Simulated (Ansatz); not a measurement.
Ansatz (a program for electronic structure) input:

Ansatz 0.2 input:
```yaml
crystal:
  periodic: [false, false, false]
  atoms:
    - {symbol: C, position_ang: [-0.96798096, -1.14464249, -0.39569881]}
    - {symbol: C, position_ang: [0.21044488, -0.29318196, -0.04211909]}
    - {symbol: C, position_ang: [1.55264099, -0.94862034, -0.02363390]}
    - {symbol: C, position_ang: [0.05025823, 1.04512303, 0.25357996]}
    - {symbol: O, position_ang: [-1.00247187, 1.75129764, 0.28449531]}
    - {symbol: H, position_ang: [-1.11070197, -1.99527446, 0.29582404]}
    - {symbol: H, position_ang: [-1.87181333, -0.53147957, -0.36753207]}
    - {symbol: H, position_ang: [-0.89117574, -1.59364364, -1.40299560]}
    - {symbol: H, position_ang: [1.84388399, -1.38535606, -0.99883485]}
    - {symbol: H, position_ang: [2.32972068, -0.22466816, 0.24793753]}
    - {symbol: H, position_ang: [1.62471577, -1.78633187, 0.69721427]}
    - {symbol: H, position_ang: [1.02296678, 1.55430317, 0.49965522]}
basis:
  gaussian:
    orbitals: cc-pVDZ
total_charge: -1
magnetization: {spin_polarized: false}
correlation: {method: ccsd_t, electrons: outside_noble_gas}
```

Which total energy does the run end on?

-231.20851 Eh (CCSD(T)/cc-pVDZ). The basis has 105 functions.

It need not be the lowest isomer of its formula. Whether it binds its extra electron was not tested at this geometry.
